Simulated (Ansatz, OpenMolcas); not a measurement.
How basis sets differ on GeCl2 (germanium dichloride)

GeCl2, singlet, SMILES `Cl[Ge]Cl`. Each level relaxes the structure for itself.

Each level gives the highest harmonic wavenumber at each level's own minimum (cm⁻¹). The values are calculated.

| level | kind | program | value (cm⁻¹) |
| --- | --- | --- | --- |
| HF/STO-3G | Hartree–Fock | Ansatz | 475 |
| HF/3-21G | Hartree–Fock | Ansatz | 385 |
| HF/6-31G* (Cartesian functions) | Hartree–Fock | OpenMolcas | 411 |
| HF/cc-pVTZ | Hartree–Fock | OpenMolcas | 416 |

All-electron rows without a relativistic Hamiltonian named are non-relativistic. Harmonic and unscaled. The values span 385 to 475 cm⁻¹.
